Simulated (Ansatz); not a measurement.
Computed with Ansatz.

A structure relaxed at PBE0-D4/def2-TZVP, charge 0, multiplicity 1:

```xyz
6

C    -0.285   -0.503    0.557
Zn    0.399    0.703   -0.778
Cl    1.147    2.025   -2.239
H    -0.745   -1.373    0.083
H    -1.037   -0.004    1.170
H     0.521   -0.847    1.207
```

**Question.** Give its formula and SMILES.

**Answer.** CH3ClZn, `[CH3][Zn][Cl]`.

**Question.** Point group (tolerance 0.08 Å, 0.16 Å for H)?

**Answer.** C3v.

**Question.** Summarise the bond lengths by kind.

**Answer.** 1 × C–Zn 1.925 Å; 3 × C–H 1.091 Å; 1 × Cl–Zn 2.108 Å.
